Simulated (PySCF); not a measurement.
Au(Me)(CNMe), SMILES C[N+]#[C-]->[Au][CH3] (C₃H₆AuN) at its CAM-B3LYP/def2-SVP optimised geometry (Å):

```
11

Au     1.2500    -0.2305     0.0000
C      3.3081    -0.2305     0.0000
H      3.7099     0.7949    -0.0448
H      3.7108    -0.7814    -0.8656
H      3.7110    -0.7040     0.9101
C     -3.3366    -0.2289    -0.0069
N     -1.9219    -0.2298    -0.0038
C     -0.7607    -0.2298    -0.0015
H     -3.7070    -0.8029    -0.8674
H     -3.7078     0.8029    -0.0753
H     -3.7110    -0.6861     0.9192
```

Computed with CAM-B3LYP/def2-TZVP, def2 effective core potentials past Kr run with PySCF 2.14.0. The core electrons that the potentials of Au replace are not part of the density. Cells within 0.4 Å of a nucleus heavier than hydrogen are left out (blank, or x).

Map of the Laplacian of the electron density (e/bohr⁵), clipped to [-1.50, 1.50] on the plane z = 0.0 Å:

```
|55555555555555555555555555555|
|55555555555555555555555555555|
|55555555555555555555555555555|
|55555555555555555555555555555|
|55555555555555555555555555555|
|55555555555555555555555555555|
|55555555555555555555555555555|
|55555555555555555555555555555|
|55555555555555555555555555555|
|55555555555555555555555555555|
|55555555555555555555555555555|
|55555555555555555555555555555|
|55555035555555555655553055555|
|55555325555555569995552355555|
|555555x93xx1x4590x074xx455555|
|555555xx3xx1xx590x084xx555555|
|55555555555555569796555555555|
|55555555555555555655555555555|
|55555555555555555555555555555|
|55555555555555555555555555555|
|55555555555555555555555555555|
|55555555555555555555555555555|
|55555555555555555555555555555|
|55555555555555555555555555555|
|55555555555555555555555555555|
|55555555555555555555555555555|
|55555555555555555555555555555|
|55555555555555555555555555555|
|55555555555555555555555555555|
```
Scale: ten equal steps from -1.50 (start of '0') to 1.50 (end of '9'), in the order '0123456789'; x runs from -6.00 to 6.00, y from -6.00 (bottom) to 6.00 (top).
